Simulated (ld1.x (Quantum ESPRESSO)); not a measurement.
**Configuration tests for nitrogen (PAW)**

nitrogen (N), PAW, made with ld1.x (Quantum ESPRESSO) 7.5 (PBEsol, scalar-relativistic). Core [He], reference 2s1.5 2p3.5. Waves: 2s (bound): rcut 1.00, rcutus 1.15 bohr; 2s channel at -0.45 Ry: rcut 1.00, rcutus 1.15 bohr; 2p (bound): rcut 1.45, rcutus 2.00 bohr; 2p channel at -0.2 Ry: rcut 1.45, rcutus 2.00 bohr. Local part: all-electron potential smoothed inside 1.95 bohr (lloc = -1). Core correction: Bessel-smoothed model core inside 0.90 bohr. Augmentation charge: PSQ, inside the norm-conserving radii.

Energies are relative to the spin-unpolarised reference configuration 2s1.5 2p3.5; without spin polarisation the order of configurations can differ from experiment. The frozen-core shift is the all-electron ΔE with the core orbitals held at their reference shape minus the fully relaxed ΔE.

```csv
valence configuration,charge,ΔE all-electron (eV),error AE − PS (meV),frozen-core shift (meV)
2s2 2p3,0,-5.714,-0.1,+0.1
2s2 2p1,+2,36.545,-8.0,+2.0
2s2 2p0,+3,83.429,-0.5,+12
2s1 2p4,0,5.721,-0.1,+0.1
2s2 2p3.3,-0.3,-7.318,0.0,+0.1
2s2 2p2.5,+0.5,-0.651,-0.3,+0.1
```

Question: What are ΔE and the potential's error for 2s2 2p2?

Answer: ΔE = 7.807 eV all-electron; the error (AE − PS) is -1.3 meV.

Levels in the configuration 2s2 2p3:

```json
{"level": "2s", "all-electron (eV)": "-18.456", "pseudo (eV)": "-18.455"}
{"level": "2p", "all-electron (eV)": "-7.036", "pseudo (eV)": "-7.036"}
```
